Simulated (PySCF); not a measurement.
Point-charge models of `CC[C@@H]([SiH3])C(=C=O)C=O` against its computed dipole.

Coordinates (GFN2-xTB, Å) and charges (e) from the PBE0/pcSseg-1 density (PySCF):

| atom | x | y | z | Mulliken | IAO | Hirshfeld | ESP-fitted |
| --- | --- | --- | --- | --- | --- | --- | --- |
| C1 | 2.164 | -0.995 | -0.323 | -0.2705 | -0.4180 | -0.1197 | -0.1978 |
| C2 | 1.295 | 0.247 | -0.494 | -0.2477 | -0.2485 | -0.0697 | -0.0277 |
| C3 | 0.000 | 0.200 | 0.313 | -0.4542 | -0.3534 | -0.0969 | +0.0168 |
| Si4 | -0.760 | 1.952 | 0.632 | +0.6099 | +0.6269 | +0.2755 | +0.3295 |
| C5 | -1.033 | -0.717 | -0.309 | -0.4400 | -0.2353 | -0.0620 | -0.5253 |
| C6 | -0.756 | -1.720 | -1.104 | +0.4717 | +0.4703 | +0.2370 | +0.5417 |
| O7 | -0.570 | -2.591 | -1.844 | -0.2359 | -0.2450 | -0.1108 | -0.2652 |
| C8 | -2.409 | -0.437 | 0.009 | +0.4019 | +0.2443 | +0.1175 | +0.4361 |
| O9 | -2.743 | 0.547 | 0.636 | -0.4139 | -0.4017 | -0.1730 | -0.4231 |
| H10 | 3.077 | -0.899 | -0.907 | +0.1236 | +0.1484 | +0.0462 | +0.0709 |
| H11 | 1.650 | -1.895 | -0.649 | +0.1152 | +0.1279 | +0.0248 | +0.0517 |
| H12 | 2.441 | -1.123 | 0.722 | +0.1164 | +0.1404 | +0.0420 | +0.0535 |
| H13 | 1.876 | 1.111 | -0.167 | +0.1416 | +0.1448 | +0.0408 | +0.0470 |
| H14 | 1.060 | 0.393 | -1.551 | +0.1248 | +0.1320 | +0.0339 | +0.0454 |
| H15 | 0.238 | -0.216 | 1.299 | +0.1661 | +0.1488 | +0.0386 | +0.0976 |
| H16 | -1.543 | 2.425 | -0.504 | -0.0789 | -0.1206 | -0.0855 | -0.0608 |
| H17 | 0.457 | 2.796 | 0.621 | -0.1413 | -0.1677 | -0.1067 | -0.1773 |
| H18 | -1.296 | 2.089 | 1.977 | -0.0792 | -0.1154 | -0.0835 | -0.0652 |
| H19 | -3.157 | -1.159 | -0.348 | +0.0904 | +0.1218 | +0.0519 | +0.0521 |

Question: Compute μ = Σ q r for each scheme (1 e·Å = 4.803 D) and compare with the dipole of the full density.

Answer: The full density gives (0.98, -2.23, -0.77) D, 2.55 D in size; dipole vectors point from the negative to the positive end.

```
    scheme    μx     μy     μz  size (D)  share of the full size (%)  angle to the full dipole (°)
  Mulliken  0.94  -0.60  -0.46      1.21                          47                            32
       IAO  0.81  -1.54  -0.82      1.92                          75                             9
 Hirshfeld  0.08  -2.05  -0.83      2.22                          87                            21
ESP-fitted  0.99  -2.24  -0.76      2.56                         100                             0
```

Question: Which set comes closest?

Answer: Length of the difference vector: ESP-fitted 0.02 D, IAO 0.71 D, Hirshfeld 0.92 D, Mulliken 1.66 D. Closest: ESP-fitted. The schemes that divide the density aren't constrained to reproduce the dipole.

Question: What is left for the Hirshfeld atoms' own dipoles?

Answer: The shares of the density sum to the whole, so what Σ q r misses lies in dipoles about the nuclei. The atomic dipoles sum to (0.98, -2.23, -0.77) − (0.08, -2.05, -0.83) = (0.90, -0.18, 0.06) D, 0.92 D in size.

Question: With the origin at the mean of the coordinates, (-0.001, 0.000, -0.105) Å, which are the largest single terms, by size, of the Hirshfeld dipole along the direction of the full one?

Answer: Si4 -2.93, C6 +1.72, O9 +1.45, O7 -1.37, H17 +1.27 D; all 19 atoms together +2.07 D. The single terms depend on the origin, their sum doesn't.

Question: Give the size of the full dipole in other units.

Answer: 2.55 D = 1.004 au = 0.531 e·Å = 8.51 × 10⁻³⁰ C·m.

Geometry: GFN2-xTB, one conformer, isolated molecule.

Shape of the structure used: `[CH3:1][CH2:2][C@@H:3]([SiH3:4])[C:5](=[C:6]=[O:7])[CH:8]=[O:9]`: C1–C2–C3–Si4 159°, C2–C3–C5–C6 24°, C3–C5–C8–O9 7°.
